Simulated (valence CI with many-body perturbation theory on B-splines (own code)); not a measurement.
**Energy levels of Ce52+**

Calculated by valence CI with perturbative core correlation (CI+MBPT): four valence electrons over a frozen Dirac-Fock core [He], radial functions for each j: 9 s, 9 p, 8 d, 6 f, 3 g, 1 h, with the one-electron correlation potential Σ1 (screened to all orders), the two-electron term Σ2, the three-electron term Σ3, Breit, model QED; selected single and double excitations, second order for the rest, scaled by the run's own slope (own B-spline code, finite nucleus).

The last digits are not significant, and no measured levels were compared; by estimate large intervals hold to a few tenths of a per cent, small ones and those within an open d or f shell to about a per cent.

Levels 1 to 41 of 41, with energies above the lowest level, (2s^2 2p1/2^2) J=0. "Leading %" is the weight of the configuration and term that name the level; weights of strongly mixed levels are sums over their largest components and can fall short, so below about 35 % the name and the second component can differ from the true leading terms, or belong to a minority configuration. In the jj column 3d3/2^4 stands for four electrons in 3d with j = 3/2. Lifetimes count E1, E2, E3, M1 and M2 decay at the calculated energies, and are blank where another channel may lead or the interval is too uncertain; long ones can be off by a factor of two.

| No. | Configuration | Term | J | E (eV) | Leading % | Second component | g | Lifetime | Leading jj |
| --- | --- | --- | --- | --- | --- | --- | --- | --- | --- |
| 1 | 2s²2p² | ³P | 0 | 0.0 | 70 | 30 % 2s²2p² ¹S |  |  | 2s^2 2p1/2^2 (100 %) |
| 2 | 2s²2p² | ³P | 1 | 461.1 | 100 |  | 1.481 | 1.58 ns | 2s^2 2p1/2 2p3/2 (100 %) |
| 3 | 2s²2p² | ¹D | 2 | 477.6 | 64 | 36 % 2s²2p² ³P | 1.159 | 849 ns | 2s^2 2p1/2 2p3/2 (100 %) |
| 4 | 2s2p³ | ³P° | 2 | 667.8 | 46 | 32 % 2s2p³ ⁵S° | 1.548 | 58.0 ps | 2s 2p1/2^2 2p3/2 (99 %) |
| 5 | 2s2p³ | ³D° | 1 | 733.6 | 34 | 27 % 2s2p³ ¹P° | 1.094 | 687 fs | 2s 2p1/2^2 2p3/2 (99 %) |
| 6 | 2s²2p² | ³P | 2 | 953.0 | 63 | 36 % 2s²2p² ¹D | 1.297 | 414 ps | 2s^2 2p3/2^2 (99 %) |
| 7 | 2s²2p² | ¹S | 0 | 997.6 | 69 | 30 % 2s²2p² ³P |  | 328 ps | 2s^2 2p3/2^2 (99 %) |
| 8 | 2s2p³ | ⁵S° | 2 | 1109.8 | 48 | 47 % 2s2p³ ³D° | 1.548 | 3.15 ps | 2s 2p1/2 2p3/2^2 (99 %) |
| 9 | 2s2p³ | ³D° | 3 | 1147.2 | 100 |  | 1.310 | 3.33 ps | 2s 2p1/2 2p3/2^2 (100 %) |
| 10 | 2s2p³ | ³P° | 0 | 1188.8 | 100 |  |  | 851 fs | 2s 2p1/2 2p3/2^2 (100 %) |
| 11 | 2s2p³ | ³S° | 1 | 1205.3 | 47 | 42 % 2s2p³ ³D° | 1.297 | 445 fs | 2s 2p1/2 2p3/2^2 (99 %) |
| 12 | 2s2p³ | ¹D° | 2 | 1215.5 | 73 | 21 % 2s2p³ ³D° | 1.065 | 452 fs | 2s 2p1/2 2p3/2^2 (99 %) |
| 13 | 2s2p³ | ³P° | 1 | 1218.8 | 57 | 32 % 2s2p³ ¹P° | 1.335 | 639 fs | 2s 2p1/2 2p3/2^2 (99 %) |
| 14 | 2p⁴ | ³P | 2 | 1436.3 | 69 | 30 % 2p⁴ ¹D | 1.327 | 476 fs | 2p1/2^2 2p3/2^2 (99 %) |
| 15 | 2p⁴ | ¹S | 0 | 1484.5 | 62 | 38 % 2p⁴ ³P |  | 399 fs | 2p1/2^2 2p3/2^2 (99 %) |
| 16 | 2s2p³ | ³P° | 2 | 1649.0 | 52 | 17 % 2s2p³ ¹D° | 1.418 | 894 fs | 2s 2p3/2^3 (99 %) |
| 17 | 2s2p³ | ¹P° | 1 | 1711.7 | 40 | 25 % 2s2p³ ³S° | 1.189 | 339 fs | 2s 2p3/2^3 (99 %) |
| 18 | 2p⁴ | ³P | 1 | 1907.9 | 100 |  | 1.481 | 298 fs | 2p1/2 2p3/2^3 (100 %) |
| 19 | 2p⁴ | ¹D | 2 | 1925.0 | 69 | 30 % 2p⁴ ³P | 1.129 | 318 fs | 2p1/2 2p3/2^3 (100 %) |
| 20 | 2p⁴ | ³P | 0 | 2420.9 | 62 | 37 % 2p⁴ ¹S |  | 225 fs | 2p3/2^4 (100 %) |
| 21 | 2s²2p3s | ³P° | 0 | 5926.7 | 99 |  |  | 14.2 fs | 2s^2 2p1/2 3s (99 %) |
| 22 | 2s²2p3s | ³P° | 1 | 5929.7 | 67 | 32 % 2s²2p3s ¹P° | 1.318 | 11.3 fs | 2s^2 2p1/2 3s (99 %) |
| 23 | 2s²2p3p | ³D | 1 | 5989.0 | 73 | 23 % 2s²2p3p ¹P | 0.649 | 1.04 ps | 2s^2 2p1/2 3p1/2 (99 %) |
| 24 | 2s²2p3p | ³P | 0 | 6021.9 | 68 | 31 % 2s²2p3p ¹S |  | 384 fs | 2s^2 2p1/2 3p1/2 (99 %) |
| 25 | 2s2p²3s | ⁵P | 1 | 6107.0 | 38 | 24 % 2s2p²3s ³S | 1.952 | 16.9 fs | 2s 2p1/2^2 3s (82 %) |
| 26 | 2s2p²3s | ³P | 0 | 6140.4 | 70 | 29 % 2s2p²3s ¹S |  | 15.7 fs | 2s 2p1/2^2 3s (98 %) |
| 27 | 2s²2p3p | ³D | 2 | 6142.8 | 54 | 30 % 2s²2p3p ¹D | 1.156 | 690 fs | 2s^2 2p1/2 3p3/2 (99 %) |
| 28 | 2s²2p3p | ³P | 1 | 6148.8 | 39 | 25 % 2s²2p3p ³S | 1.606 | 88.6 fs | 2s^2 2p1/2 3p3/2 (82 %) |
| 29 | 2s2p²3p | ³P° | 1 | 6178.8 | 30 | 22 % 2s2p²3p ⁵D° | 1.360 | 3.12 fs | 2s 2p1/2^2 3p1/2 (92 %) |
| 30 | 2s2p²3p | ³P° | 0 | 6180.6 | 48 | 47 % 2s2p²3p ⁵D° |  | 310 fs | 2s 2p1/2^2 3p1/2 (98 %) |
| 31 | 2s²2p3d | ³F° | 2 | 6192.6 | 74 | 20 % 2s²2p3d ¹D° | 0.751 | 10.4 fs | 2s^2 2p1/2 3d3/2 (100 %) |
| 32 | 2s²2p3d | ³D° | 1 | 6216.0 | 48 | 29 % 2s²2p3d ¹P° | 0.868 | 1.66 fs | 2s^2 2p1/2 3d3/2 (93 %) |
| 33 | 2s²2p3d | ³P° | 2 | 6242.1 | 47 | 35 % 2s²2p3d ³D° | 1.282 | 1.78 fs | 2s^2 2p1/2 3d5/2 (98 %) |
| 34 | 2s²2p3d | ³F° | 3 | 6245.4 | 47 | 30 % 2s²2p3d ¹F° | 1.102 | 1.91 fs | 2s^2 2p1/2 3d5/2 (100 %) |
| 35 | 2s2p²3p | ³P° | 2 | 6330.1 | 33 | 22 % 2s2p²3p ⁵P° | 1.527 | 101 fs | 2s 2p1/2^2 3p3/2 (97 %) |
| 36 | 2s2p²3p | ³D° | 1 | 6334.7 | 34 | 20 % 2s2p²3p ¹P° | 1.114 | 4.76 fs | 2s 2p1/2^2 3p3/2 (98 %) |
| 37 | 2s2p²3d | ³D | 1 | 6379.3 | 43 | 40 % 2s2p²3d ⁵F | 0.447 | 12.9 fs | 2s 2p1/2^2 3d3/2 (98 %) |
| 38 | 2s2p²3d | ³D | 2 | 6384.2 | 30 | 21 % 2s2p²3d ⁵F | 1.149 | 8.94 fs | 2s 2p1/2^2 3d3/2 (95 %) |
| 39 | 2s²2p3s | ³P° | 2 | 6416.0 | 98 |  | 1.481 | 18.2 fs | 2s^2 2p3/2 3s (98 %) |
| 40 | 2s²2p3s | ¹P° | 1 | 6422.5 | 66 | 32 % 2s²2p3s ³P° | 1.138 | 9.11 fs | 2s^2 2p3/2 3s (98 %) |
| 41 | 2s2p²3d | ³D | 3 | 6426.8 | 34 | 19 % 2s2p²3d ⁵D | 1.351 | 1.92 fs | 2s 2p1/2^2 3d5/2 (98 %) |

The ionisation energy to 2s²2p ²P°1/2 of the next ion comes out as 10544 eV (NIST: 10542 ± 4 eV (theoretical)). All 41 levels together are meant to be complete up to 6440.3 eV.
